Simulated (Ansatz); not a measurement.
A made-up structure of CHSSe (charge +1), singlet:

```xyz
4
angstrom
S -1.8620 0.2340 1.3567
C -0.6284 0.2225 0.2201
Se 0.7627 0.2990 -1.2099
H 1.7277 -0.7555 -0.3668
```

It is relaxed with PBE-D4/def2-SVP and then PBE0-D4/def2-TZVP (Ansatz 0.2.0). Atoms count as bonded within 1.22 times the sum of their covalent radii (H–H: 0.88 Å). The end point is not checked to be a true minimum.

(1) Does its bonding change? (A judgement: the text doesn't fix the answer.)

Answers

(1) The calculation gives: No: no bond forms or breaks.

Where it ends: The first stage lowers the energy by 1.14 eV in 5 steps. It ends as CHSSe ([S][C][SeH]), total charge +1:
| atom | x (Å) | y (Å) | z (Å) |
| --- | --- | --- | --- |
| S1 | -1.6625 | 0.2090 | 1.2113 |
| C2 | -0.5610 | 0.1986 | 0.1965 |
| Se3 | 0.6809 | 0.2669 | -1.0803 |
| H4 | 1.5426 | -0.6745 | -0.3276 |

Labels in which every atom is bracketed show which atoms are joined, not bond orders.

For scale, one of the runs: PBE0-D4/def2-TZVP relaxation, 122 basis functions, launched by `ansatz run in.yaml --threads 2 --pin off --events-out ev --progress --plain --max-ram 4352MiB`. The run took about 52 s on 2 CPU threads of an AMD EPYC 7571 (shared host).
